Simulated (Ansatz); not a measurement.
CH7BGeO (`BO[CH2][GeH3]`), relaxed with RKS PBE0-D4/def2-TZVP in Ansatz from a PBE-D4/def2-SVP geometry. The force threshold is 0.005 eV/Å; the program also tests the step.

Total charge 0; spin multiplicity 1.

Start:

```xyz
11

B     1.075    1.278   -1.326
O     0.930    0.055   -0.771
C    -0.344   -0.512   -0.467
Ge   -0.555   -0.718    1.501
H     0.090    1.947   -1.604
H     2.216    1.646   -1.529
H    -1.169    0.117   -0.869
H    -0.404   -1.513   -0.944
H     0.570   -1.627    2.056
H    -1.940   -1.355    1.793
H    -0.468    0.682    2.161
```

(1) How much energy does the relaxation release, and in how many steps? (Best estimate.)

(2) Which bonds change most? (An estimate is asked.)

(3) Give the relaxed structure. (Best estimate.)

Answers

(1) Computed: 3.06 kJ/mol, in 5 steps.

(2) Ansatz gave: B1–H5 from 1.223 to 1.203 Å; B1–H6 from 1.216 to 1.196 Å; C3–H7 from 1.113 to 1.095 Å; C3–H8 from 1.110 to 1.093 Å.

(3) The calculation gave: 
```xyz
11

B     1.065    1.263   -1.315
O     0.928    0.047   -0.768
C    -0.343   -0.509   -0.465
Ge   -0.550   -0.710    1.488
H     0.093    1.918   -1.584
H     2.183    1.640   -1.514
H    -1.145    0.119   -0.865
H    -0.405   -1.491   -0.939
H     0.563   -1.613    2.038
H    -1.923   -1.340    1.781
H    -0.465    0.677    2.144
```
